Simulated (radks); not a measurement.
Species: Cr15+. Configuration: [He] 2s2 2p5. Calculated with a radial shooting solver on a logarithmic mesh with Libxc functionals: Dirac Kohn-Sham, PBE, spin-unpolarised, spherical densities, finite nucleus; open shells are shared between the two j in proportion to 2j + 1; Fermi nuclear charge, rms radius 3.6452 fm.

Normalised radial functions P(r) = r R(r) (large component), r in bohr:

| r | 1s1/2 | 2p1/2 | 2p3/2 |
|---|---|---|---|
| 0.00414 | 0.8960 | 0.0094 | 0.0073 |
| 0.005056 | 1.0672 | 0.0133 | 0.0108 |
| 0.006127 | 1.2566 | 0.0187 | 0.0157 |
| 0.007423 | 1.4715 | 0.0263 | 0.0226 |
| 0.009067 | 1.7226 | 0.0376 | 0.0330 |
| 0.01099 | 1.9875 | 0.0529 | 0.0473 |
| 0.01331 | 2.2710 | 0.0742 | 0.0675 |
| 0.01626 | 2.5771 | 0.1053 | 0.0970 |
| 0.0197 | 2.8677 | 0.1465 | 0.1366 |
| 0.02387 | 3.1364 | 0.2026 | 0.1907 |
| 0.02916 | 3.3675 | 0.2812 | 0.2671 |
| 0.03533 | 3.5134 | 0.3810 | 0.3646 |
| 0.0428 | 3.5553 | 0.5093 | 0.4904 |
| 0.05228 | 3.4606 | 0.6769 | 0.6557 |
| 0.06335 | 3.2216 | 0.8714 | 0.8485 |
| 0.07676 | 2.8414 | 1.0949 | 1.0709 |
| 0.09375 | 2.3260 | 1.3464 | 1.3228 |
| 0.1136 | 1.7713 | 1.5849 | 1.5633 |
| 0.1387 | 1.2056 | 1.7973 | 1.7799 |
| 0.1681 | 0.7413 | 1.9280 | 1.9165 |
| 0.2037 | 0.3969 | 1.9494 | 1.9451 |
| 0.2488 | 0.1733 | 1.8295 | 1.8330 |
| 0.3015 | 0.0636 | 1.5799 | 1.5895 |
| 0.3653 | 0.0183 | 1.2340 | 1.2470 |
| 0.4461 | 0.0037 | 0.8394 | 0.8526 |
| 0.5406 | 0.0005 | 0.5002 | 0.5109 |
| 0.655 | 0.0001 | 0.2501 | 0.2570 |
| 0.8 | 0.0000 | 0.0966 | 0.1000 |
| 0.9694 | 0.0000 | 0.0297 | 0.0310 |

1s1/2: eigenvalue -6432.3 eV, 0 radial nodes, <r> = 0.0635 bohr, 90 % of the charge inside 0.113 bohr. 2p1/2: eigenvalue -1066.7 eV, 0 radial nodes, <r> = 0.247 bohr, 90 % of the charge inside 0.403 bohr. 2p3/2: eigenvalue -1057.3 eV, 0 radial nodes, <r> = 0.250 bohr, 90 % of the charge inside 0.407 bohr.
